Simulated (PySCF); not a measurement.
Species: C₇H₇ClS.
Structure used (GFN2-xTB), in Å, numbered top down from 1:
```
atom  x, y, z in Å
Cl1    0.2318    2.2415    2.2531
C2     1.0068    1.3460    1.0191
S3     2.5121    1.8764    0.3440
C4     2.5318    0.5093   -0.7019
C5     1.4510   -0.2887   -0.5297
C6     0.5540    0.1830    0.4648
C7    -0.7074   -0.4739    0.8759
C8    -2.0197    0.0552    0.3629
C9    -1.5093   -1.2706   -0.1072
H10    3.3516    0.3830   -1.3804
H11    1.2895   -1.1970   -1.0810
H12   -0.6992   -0.8154    1.9052
H13   -1.9907    0.8840   -0.3279
H14   -2.8599    0.0804    1.0395
H15   -2.0001   -2.1663    0.2420
H16   -1.1501   -1.3379   -1.1223
```

Computed, not measured: PySCF, TDDFT PBE0/def2-SVPD, vertical, gas phase, core orbitals frozen in the response.

Transition dipole moments from the ground state, in atomic units and in the frame of the coordinates above (overall signs are arbitrary), for the states with f of 0.002 or more among the lowest 8:

```csv
state,E (eV),μx,μy,μz
S1,5.247,-0.287,0.548,0.693
S3,5.690,-0.691,-0.467,0.061
S6,6.343,-0.065,-0.215,0.233
S7,6.697,-0.383,-0.084,-0.041
S8,6.743,0.122,0.121,-0.055
```

Task: What oscillator strength does each state have?

Result: f = (2/3) ΔE |μ|² with ΔE in hartree (27.2114 eV).

```json
{"state": "S1", "|μ|² (au)": "0.863", "|μ| (D)": "2.36", "f": "0.111"}
{"state": "S3", "|μ|² (au)": "0.699", "|μ| (D)": "2.13", "f": "0.097"}
{"state": "S6", "|μ|² (au)": "0.105", "|μ| (D)": "0.82", "f": "0.016"}
{"state": "S7", "|μ|² (au)": "0.155", "|μ| (D)": "1.00", "f": "0.025"}
{"state": "S8", "|μ|² (au)": "0.033", "|μ| (D)": "0.46", "f": "0.005"}
```

Task: Which bond between heavy atoms lies closest to the direction of the S1 transition dipole?

Result: Cl1–C2, at 9° from it; next S3–C4 at 22°.

Task: What angle do the transition dipoles of S1 and S7 make?

Result: |cos θ| = |μa·μb| / (|μa| |μb|) = 0.10, so θ ≈ 84° (taken between 0 and 90°, since the signs are arbitrary).

Task: What peak molar absorption coefficient would the strongest computed level give as a lone Gaussian band 0.5 eV wide at half height?

Result: ε(max) = 2.175×10⁸ f / FWHM, with the width in cm⁻¹. S1: 2.175×10⁸ × 0.1109 / 4033 ≈ 6000 L mol⁻¹ cm⁻¹.

One conformer stands for the species.
